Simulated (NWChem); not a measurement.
Everything below was run with NWChem. System: C₃H₅O₂, charge 0, spin multiplicity 2, displaced from the optimised geometry. The structure started from a generated list of species. Its SCF solution wasn't tested for a lower state. Level: UB3LYP/def2-SVP, VWN1-RPA local correlation.

The NWChem input:

```
start mol
memory heap 200 mb stack 900 mb global 1100 mb
geometry units angstroms nocenter noautoz noautosym
  C     -1.818840    -0.142081     0.108269
  C     -0.510308    -0.764240     0.624750
  O      0.532666     0.267874     0.829577
  C      1.237155     0.642641    -0.235341
  O      1.188639     0.272182    -1.386665
  H     -1.674397     0.312529    -0.906829
  H     -2.192511     0.649134     0.810145
  H     -2.607836    -0.936176     0.022060
  H     -0.638331    -1.232968     1.633805
  H     -0.105408    -1.530886    -0.088543
end
basis spherical
  * library def2-svp
end
dft
  xc b3lyp
  odft
  mult 2
  semidirect memsize 60000000 filesize 0
  iterations 100
  grid xcoarse
end
task dft gradient
```

NWChem printed:

```
             Northwest Computational Chemistry Package (NWChem) 7.3.0
             --------------------------------------------------------

                                NWChem Input Module
                                -------------------

 Scaling coordinates for geometry "geometry" by  1.889725989
 (inverse scale =  0.529177249)

                             Geometry "geometry" -> ""
                             -------------------------

 Output coordinates in angstroms (scale by  1.889725989 to convert to a.u.)

  No.       Tag          Charge          X              Y              Z
 ---- ---------------- ---------- -------------- -------------- --------------
    1 C                    6.0000    -1.81884000    -0.14208100     0.10826900
    2 C                    6.0000    -0.51030800    -0.76424000     0.62475000
    3 O                    8.0000     0.53266600     0.26787400     0.82957700
    4 C                    6.0000     1.23715500     0.64264100    -0.23534100
    5 O                    8.0000     1.18863900     0.27218200    -1.38666500
    6 H                    1.0000    -1.67439700     0.31252900    -0.90682900
    7 H                    1.0000    -2.19251100     0.64913400     0.81014500
    8 H                    1.0000    -2.60783600    -0.93617600     0.02206000
    9 H                    1.0000    -0.63833100    -1.23296800     1.63380500
   10 H                    1.0000    -0.10540800    -1.53088600    -0.08854300

 Effective nuclear repulsion energy (a.u.)     168.0232717827

            Nuclear Dipole moment (a.u.)
            ----------------------------
        X                 Y               Z
 ---------------- ---------------- ----------------
    -0.0000018897     0.0000018897     0.0000037795


 Summary of "ao basis" -> "" (spherical)
 ------------------------------------------------------------------------------
       Tag                 Description            Shells   Functions and Types
 ---------------- ------------------------------  ------  ---------------------
 *                          def2-svp                  on all atoms

                                 NWChem DFT Module
                                 -----------------

 Summary of "ao basis" -> "ao basis" (spherical)
 ------------------------------------------------------------------------------
       Tag                 Description            Shells   Functions and Types
 ---------------- ------------------------------  ------  ---------------------
 C                          def2-svp                 6       14   3s2p1d
 O                          def2-svp                 6       14   3s2p1d
 H                          def2-svp                 3        5   2s1p

 Summary of "ao basis" -> "ao basis" (spherical)
 ------------------------------------------------------------------------------
       Tag                 Description            Shells   Functions and Types
 ---------------- ------------------------------  ------  ---------------------
 C                          def2-svp                 6       14   3s2p1d
 O                          def2-svp                 6       14   3s2p1d
 H                          def2-svp                 3        5   2s1p

            General Information
            -------------------
          SCF calculation type: DFT
          Wavefunction type:  spin polarized.
          No. of atoms     :    10
          No. of electrons :    39
           Alpha electrons :    20
            Beta electrons :    19
[...]
 overlap   0.949  0.941  0.941  0.975  0.973  0.994  0.968  0.985  0.966  0.966

   alpha     71     72     73     74     75     76     77     78     79     80
    beta     71     72     73     74     75     76     77     78     79     80
 overlap   0.993  0.968  0.969  0.999  0.999  0.956  0.957  1.000  0.999  0.999

   alpha     81     82     83     84     85     86     87     88     89     90
    beta     82     81     83     84     85     86     87     88     89     90
 overlap   0.938  0.929  0.989  0.999  0.998  0.999  0.994  0.994  1.000  0.997

   alpha     91     92     93     94     95
    beta     91     92     93     94     95
 overlap   0.999  1.000  1.000  1.000  1.000

     --------------------------
     Expectation value of S2:
     --------------------------
      <S2> =      0.7530 (Exact =     0.7500)

 center of mass
 --------------
 x =   0.18509995 y =   0.07023352 z =  -0.03768356

 moments of inertia (a.u.)
 ------------------
         254.085763046586         -92.731093092605         107.828813448666
         -92.731093092605         549.887766440861          42.236164073007
         107.828813448666          42.236164073007         436.781281409520

     Multipole analysis of the density
     ---------------------------------

     L   x y z        total         alpha         beta         nuclear
     -   - - -        -----         -----         ----         -------
     0   0 0 0     -0.000000    -20.000000    -19.000000     39.000000

     1   1 0 0     -0.863980     -1.659457      0.795480     -0.000002
     1   0 1 0     -0.528603     -0.920640      0.392036      0.000002
     1   0 0 1      0.498606      0.520579     -0.021977      0.000004

     2   2 0 0    -22.194899   -120.403269   -112.476339    210.684709
     2   1 1 0     -0.237191    -26.899480    -22.739034     49.401323
     2   1 0 1      0.748282     29.371160     27.946960    -56.569839
     2   0 2 0    -21.280177    -34.702519    -31.321082     44.743423
     2   0 1 1     -0.570591     11.995513     11.585593    -24.151697
     2   0 0 2    -24.414303    -63.027240    -60.623878     99.236815

            General Information
            -------------------
          SCF calculation type: DFT
          Wavefunction type:  spin polarized.
          No. of atoms     :    10
          No. of electrons :    39
           Alpha electrons :    20
            Beta electrons :    19
          Charge           :     0
          Spin multiplicity:     2
          Use of symmetry is: off; symmetry adaption is: off
          Maximum number of iterations: 100
          AO basis - number of functions:    95
                     number of shells:    45
          Convergence on energy requested:  1.00D-06
          Convergence on density requested:  1.00D-05
          Convergence on gradient requested:  5.00D-04

              XC Information
              --------------
                         B3LYP Method XC Potential
                     Hartree-Fock (Exact) Exchange  0.200
                        Slater Exchange Functional  0.800 local
                    Becke 1988 Exchange Functional  0.720 non-local
              Lee-Yang-Parr Correlation Functional  0.810
                  VWN I RPA Correlation Functional  0.190 local

             Grid Information
             ----------------
          Grid used for XC integration:  xcoarse
          Radial quadrature: Mura-Knowles
          Angular quadrature: Lebedev.
          Tag              B.-S. Rad. Rad. Pts. Rad. Cut. Ang. Pts.
          ---              ---------- --------- --------- ---------
          C                   0.70       21          10.0       194
          O                   0.60       21          10.0       194
          H                   0.35       21          10.0       194
          Grid pruning is: on
          Number of quadrature shells:   210
          Spatial weights used:  Erf1

          Convergence Information
          -----------------------
          Convergence aids based upon iterative change in
          total energy or number of iterations.
          Levelshifting, if invoked, occurs when the
          HOMO/LUMO gap drops below (HL_TOL):  1.00D-02
          DIIS, if invoked, will attempt to extrapolate
          using up to (NFOCK): 10 stored Fock matrices.

                    Damping( 0%)  Levelshifting(0.5)       DIIS
                  --------------- ------------------- ---------------
          dE  on:    start            ASAP                start
          dE off:    2 iters        100 iters           100 iters

      Screening Tolerance Information
      -------------------------------
          Density screening/tol_rho:  1.00D-10
          AO Gaussian exp screening on grid/accAOfunc:  14
          CD Gaussian exp screening on grid/accCDfunc:  20
          XC Gaussian exp screening on grid/accXCfunc:  20
          Schwarz screening/accCoul:  1.00D-08

                            NWChem DFT Gradient Module
                            --------------------------

  charge          =   0.00
  wavefunction    = open shell

                         DFT ENERGY GRADIENTS

    atom               coordinates                        gradient
                 x          y          z           x          y          z
   1 C      -3.437109  -0.268494   0.204599    0.000718  -0.000922   0.000548
   2 C      -0.964342  -1.444204   1.180606    0.002502   0.005072   0.000491
   3 O       1.006593   0.506208   1.567673   -0.001594   0.003103   0.016087
   4 C       2.337884   1.214415  -0.444730    0.009670   0.013505   0.016160
   5 O       2.246202   0.514349  -2.620417   -0.000373  -0.009260  -0.031218
   6 H      -3.164152   0.590594  -1.713658    0.001407   0.006234  -0.013749
   7 H      -4.143245   1.226685   1.530952   -0.005238   0.010558   0.009207
   8 H      -4.928095  -1.769116   0.041687   -0.010753  -0.009841  -0.001462
   9 H      -1.206271  -2.329972   3.087444   -0.001951  -0.007329   0.013693
  10 H      -0.199192  -2.892955  -0.167322    0.005611  -0.011121  -0.009757

                 ----------------------------------------
                 |  Time  |  1-e(secs)   |  2-e(secs)   |
                 ----------------------------------------
                 |  CPU   |       0.01   |       2.25   |
                 ----------------------------------------
                 |  WALL  |       0.01   |       2.25   |
                 ----------------------------------------

 Task  times  cpu:        7.5s     wall:        7.5s

 Total times  cpu:        7.5s     wall:        7.5s
```
